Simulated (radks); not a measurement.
Task: All-electron atom: Ce51+ in [He] 2s2 2p3. Method: non-relativistic Kohn-Sham, LB94 model potential, spin-polarised, spherical densities, point nucleus; open shells are filled with parallel spins first (spin-orbit coupling, left out, can overturn this in heavy ions); relativity is left out, which matters for an element this heavy; computed with a radial shooting solver on a logarithmic mesh with Libxc functionals. Some entries of the table are withheld. Estimate them.

| orbital | occ. | eigenvalue (eV) | <r> (bohr) |
|---|---|---|---|
| 1s down | 1 | -42931.27 | 0.02609 |
| 1s up | 1 | -42916.31 | 0.02610 |
| 2s up | 1 | -9920.327 | (1) |
| 2s down | 1 | -9847.062 | (2) |
| 2p up | 3 | -9722.370 | (3) |
| 2p down | 0 | -9651.695 | (4) |

Result: 
(1) 2s up <r> (bohr): 0.1079
(2) 2s down <r> (bohr): 0.1082
(3) 2p up <r> (bohr): 0.09108
(4) 2p down <r> (bohr): 0.09117
